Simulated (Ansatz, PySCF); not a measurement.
The pair A = AsH3 (SMILES [AsH3]) (first 4 atoms), B = H4OSi (SMILES O[SiH3]); geometry from B3LYP-D3(BJ)/def2-TZVP.
(charge 0, multiplicity 1):
| atom | x (Å) | y (Å) | z (Å) |
|---|---|---|---|
| As | -0.3709 | -0.1267 | -0.2445 |
| H | -1.8275 | -0.1872 | -0.6745 |
| H | 0.1498 | -0.5095 | -1.6204 |
| H | -0.2570 | 1.3649 | -0.5151 |
| O | 0.7455 | -1.3314 | 2.9145 |
| Si | 0.6226 | -0.0728 | 3.9712 |
| H | 0.4865 | -1.1633 | 1.9991 |
| H | 1.5076 | 1.0587 | 3.5926 |
| H | 1.0277 | -0.5962 | 5.2915 |
| H | -0.7656 | 0.4512 | 4.0475 |

Cores are frozen in the correlated methods. Filled d and f shells under p-block atoms count as core. CBS: X⁻³ extrapolation of the correlation energy, Hartree–Fock from the larger set. MP2 and its Hartree–Fock in def2-TZVPPD are density fitted.

Run with Ansatz (an electronic-structure program); PySCF for the dispersion terms. Values without a source in brackets are computed.

The monomers are drawn apart, rigid, along the line of their centres of mass. Counterpoise-corrected interaction energies (kcal/mol):

```json
[
 {"level": "PBE/def2-TZVPPD", "R = 5.073 Å": "-1.2978", "R = 6.119 Å": "-0.4447"},
 {"level": "PBE-D3(BJ)/def2-TZVPPD", "R = 5.073 Å": "-1.7129", "R = 6.119 Å": "-0.5853"},
 {"level": "wB97M-V/def2-TZVPPD", "R = 5.073 Å": "-1.4296", "R = 6.119 Å": "-0.5198"},
 {"level": "MP2/CBS(def2-SVPD, def2-TZVPPD) + ΔCCSD(T)/def2-SVPD", "R = 5.073 Å": "-1.4237", "R = 6.119 Å": "-0.5187"}
]
```

Task: R is the distance of the centres of mass. Find the local exponent m of E ∝ R⁻ᵐ between the two points.

Result: 
m = ln(E₁/E₂)/ln(R₂/R₁): PBE/def2-TZVPPD 5.7; PBE-D3(BJ)/def2-TZVPPD 5.7; wB97M-V/def2-TZVPPD 5.4; MP2/CBS(def2-SVPD, def2-TZVPPD) + ΔCCSD(T)/def2-SVPD 5.4. For scale, two fixed dipoles give m = 3, dipole and quadrupole 4, quadrupoles 5, and dispersion or dipole-induced dipole 6 at long range; at these distances several terms mix, and what is left of overlap and damping shifts m, so it need not match one of them.
